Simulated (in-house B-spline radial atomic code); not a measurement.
Successive ionisation energies of iron; each step leads to the configuration of the next row (after the last: bare). Dirac energy differences include first-order Breit, QED and recoil terms. NIST's values go from ground level to ground level; the uncertainty of those that are theory runs from under 0.1 % in few-electron ions to several per cent in heavy many-electron ones. Computed with a radial B-spline atomic code at the basis-set limit: Dirac-Hartree-Fock, jj configuration that fills j = l - 1/2 first, finite nuclei.

A number in brackets counts the electrons of a j subshell.

```tsv
ion	configuration	ionisation energy (eV)	tabulated value (eV)	tabulated kind	computed minus tabulated (eV)	highest orbital	largest mean radius (bohr)
Fe18+	[He] 2s2 2p1/2(2) 2p3/2(2)	1462.8	1460	semi-empirical	3	2p3/2	0.25461
Fe19+	[He] 2s2 2p1/2(2) 2p3/2(1)	1568.4	1575.6	measured	-7	2p3/2	0.25143
Fe20+	[He] 2s2 2p1/2(2)	1684.2	1687	semi-empirical	-3	2p1/2	0.24831
Fe21+	[He] 2s2 2p1/2(1)	1800.5	1798.4	semi-empirical	2	2p1/2	0.24523
Fe22+	[He] 2s2	1943.5	1950.4	semi-empirical	-7	2s1/2	0.2422
Fe23+	[He] 2s1	2045.6	2045.759	tabulated theory	0	2s1/2	0.23944
Fe24+	1s2	8826.6	8828.186	tabulated theory	-2	1s1/2	0.057843
Fe25+	1s1	9277.7	9277.689	tabulated theory	0	1s1/2	0.056994
```

Q: Where is the largest jump?

A: From Fe23+ to Fe24+, by a factor of 4.31 (2045.6 to 8826.6 eV); the highest orbital goes from 2s1/2 to 1s1/2.

Q: How far is this level of theory from the measured and semi-empirical values?

A: Over those 5 rows the differences run from -7.19 to +2.8 eV (mean absolute value 4.4 eV). The calculation leaves out correlation and, in open shells, the multiplet splittings that an average leaves out.
